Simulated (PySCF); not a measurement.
GaClBr2, SMILES [Br][Ga]([Cl])[Br]. Geometry: PBE0-D3(BJ)/def2-SVP. The structure was generated by enumeration; whether it is a known compound was not checked.

Computed with PBE0-D3(BJ)/def2-SVP run with PySCF.

Harmonic wavenumbers (cm⁻¹): 86, 108, 120, 261, 361, 451. Rotational constants (GHz): 1.584, 0.8174, 0.5392; symmetry number 2.

Work out the zero-point energy and the ideal-gas rigid-rotor harmonic-oscillator thermochemistry at 298.15 K and 1 atm.

ZPE = ½ Σ hcν = ½ × 1386 cm⁻¹ = 8.29 kJ/mol. H − E(el) = 26.77 kJ/mol. Entropy in J/(mol K): translation 178.33, rotation 121.89, vibration 57.43, total 357.66. G − E(el) = -79.86 kJ/mol. Cp = 77.15 J/(mol K). Modes under 150 cm⁻¹ make the vibrational entropy uncertain.
